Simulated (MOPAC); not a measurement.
Input for MOPAC: AM1 on HCl (SMILES Cl).

```
AM1 1SCF PRECISE CHARGE=0 THREADS=1
ClH

Cl     0.43620900 1    -0.61606929 1    -0.34371464 1
H      0.24392433 1     0.36085917 1    -1.15171167 1
```

It printed:

```
*******************************************************************************
 **                                                                           **
 **                              MOPAC v23.2.5                                **
 **                                                                           **
 *******************************************************************************
 ** MOPAC's Digital Object Identifier: https://doi.org/10.5281/zenodo.6511958 **
 **                                                                           **
 ** Please cite the open-source release paper for use of this MOPAC version:  **
 ** J. E. Moussa and J. J. P. Stewart (2026)                                  **
 ** MOPAC: An open-source semiempirical molecular orbital program             **
 ** J. Open Source Softw., 11(119), 8025, https://doi.org/10.21105/joss.08025 **
 *******************************************************************************

                              AM1 CALCULATION RESULTS

 *******************************************************************************
 *  AM1        - The AM1 Hamiltonian to be used
 *
 *
 *
 *                 CHARGE ON SYSTEM = 0
 *
 *
 *
 *  PRECISE    - TIGHTER CRITERIA TO BE USED
 *  1SCF       - DO 1 SCF AND THEN STOP
 *  THREADS=1  - MULTI-THREADING NOT USED
 *  T=         - A TIME OF 172800.0 SECONDS REQUESTED
 *  DUMP=N     - RESTART FILE WRITTEN EVERY 7200.0 SECONDS REQUESTED
 *******************************************************************************
AM1 1SCF PRECISE CHARGE=0 THREADS=1
 ClH

   ATOM   CHEMICAL          X               Y               Z
  NUMBER   SYMBOL      (ANGSTROMS)     (ANGSTROMS)     (ANGSTROMS)

     1      Cl          0.43620900  *  -0.61606929  *  -0.34371464  *
     2       H          0.24392433  *   0.36085917  *  -1.15171167  *



          CARTESIAN COORDINATES

    NO.       ATOM           X           Y           Z

     1        Cl          0.4362     -0.6161     -0.3437
     2         H          0.2439      0.3609     -1.1517

  H: (AM1): M.J.S. DEWAR ET AL, J. AM. CHEM. SOC. 107 3902-3909 (1985)
 Cl: (AM1): M.J.S. DEWAR AND E. G. ZOEBISCH, THEOCHEM, 180, 1 (1988).

           Empirical Formula: H Cl  =     2 atoms



      MOLECULAR POINT GROUP   :   C*v


      RHF CALCULATION, NO. OF DOUBLY OCCUPIED LEVELS = 4


 -------------------------------------------------------------------------------
 AM1 1SCF PRECISE CHARGE=0 THREADS=1
 ClH



     1SCF WAS SPECIFIED, SO BFGS WAS NOT USED
     SCF FIELD WAS ACHIEVED


                              AM1 CALCULATION
                                                       MOPAC v23.2.5 Linux




          FINAL HEAT OF FORMATION =        -24.61192 KCAL/MOL =    -102.97628 KJ/MOL


          COSMO AREA              =         54.55 SQUARE ANGSTROMS
          COSMO VOLUME            =         37.53 CUBIC ANGSTROMS

          IONIZATION POTENTIAL    =         12.334472 EV
          HOMO LUMO ENERGIES (EV) =        -12.334  1.873
          NO. OF FILLED LEVELS    =          4
          MOLECULAR WEIGHT        =         36.4609         POINT GROUP:  C*v

          MOLECULAR DIMENSIONS (Angstroms)

            Atom       Atom       Distance
            H     2   Cl     1     1.28227
            H     2   Cl     1     0.00000
           Cl     1    H     2     0.00000


          SCF CALCULATIONS        =          1





   ATOM   CHEMICAL          X               Y               Z
  NUMBER   SYMBOL      (ANGSTROMS)     (ANGSTROMS)     (ANGSTROMS)

     1      Cl          0.43620900  *  -0.61606929  *  -0.34371464  *
     2       H          0.24392433  *   0.36085917  *  -1.15171167  *

                             CARTESIAN COORDINATES

   1   Cl        0.436209000    -0.616069290    -0.343714640
   2    H        0.243924330     0.360859170    -1.151711670


           Empirical Formula: H Cl  =     2 atoms



      MOLECULAR POINT GROUP   :   C*v


                  EIGENVALUES
 -37.04144 -16.76805 -12.33447 -12.33447   1.87284


              NET ATOMIC CHARGES AND DIPOLE CONTRIBUTIONS

  ATOM NO.   TYPE          CHARGE      No. of ELECS.   s-Pop       p-Pop
    1         Cl          -0.167747        7.1677     1.98019     5.18756
    2          H           0.167747        0.8323     0.83225
 DIPOLE           X         Y         Z       TOTAL
 POINT-CHG.    -0.155     0.787    -0.651     1.033
 HYBRID        -0.052     0.266    -0.220     0.349
 SUM           -0.207     1.053    -0.871     1.382


          ATOMIC ORBITAL ELECTRON POPULATIONS

     Atom    s        px        py        pz
    1 Cl   1.98019   1.98173   1.52842   1.67741
    2  H   0.83225

 **********************
 *                    *
 * JOB ENDED NORMALLY *
 *                    *
 **********************




 == MOPAC DONE ==
```

The run finished.

Cost: around 0.020 core-seconds (rough).
